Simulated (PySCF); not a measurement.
Method: PySCF with B3LYP-D3(BJ)/def2-TZVP // PBE0-D3(BJ)/def2-TZVP. Gas-phase values, no solvent. One relaxed conformer stands for a flexible species; it need not be the lowest. B3LYP has the VWN-RPA correlation part, as in Gaussian. Delta-SCF ions had no search for a lower state. 

Reference species (SMILES): `COCS` (C–O–C–S torsion -69°, O–C–S–H torsion -68°) (neutral, multiplicity 1).

```
Item                                      Result
--------------------------------------  --------
HOMO–LUMO gap                            7.09 eV
vertical ionisation energy (Delta-SCF)   9.51 eV
HOMO                                    -6.90 eV
```

Changed species: `CSCO` (C–S–C–O torsion -65°, S–C–O–H torsion -54°).

**Question.** What does the change do to the HOMO–LUMO gap, vertical ionisation energy (Delta-SCF) and HOMO?

**Answer.** the HOMO–LUMO gap drops by 0.09 eV, to 7.00 eV; the vertical ionisation energy (Delta-SCF) falls by 0.56 eV, to 8.95 eV; the HOMO increases by 0.47 eV, to -6.43 eV.
